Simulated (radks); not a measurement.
Problem. Hg54+, 26 electrons, occupied as [Ar] 3d8. Calculated with a radial shooting solver on a logarithmic mesh with Libxc functionals: Dirac Kohn-Sham, PBE, spin-unpolarised, spherical densities, finite nucleus; open shells fill j = l - 1/2 first; Fermi nuclear charge, rms radius 5.4648 fm. Some entries of the table are withheld. Estimate them.

orbital,occ.,eigenvalue (eV),r(max) (bohr),<1/r> (bohr^-1)
1s1/2,2,-86293.70,(1),97.51
2s1/2,2,-17919.40,0.05927,24.10
2p1/2,2,(2),0.04353,24.05
2p3/2,4,(3),0.05098,19.48
3s1/2,2,-6471.388,0.1643,9.135
3p1/2,2,-6226.245,0.1528,9.049
3p3/2,4,-5759.411,0.1671,7.854
3d3/2,4,-5374.163,0.1291,7.731
3d5/2,4,-5271.200,0.1330,7.460

Solution. 
(1) 1s1/2 r(max) (bohr): 0.01022
(2) 2p1/2 eigenvalue (eV): -17348.27
(3) 2p3/2 eigenvalue (eV): -15386.34
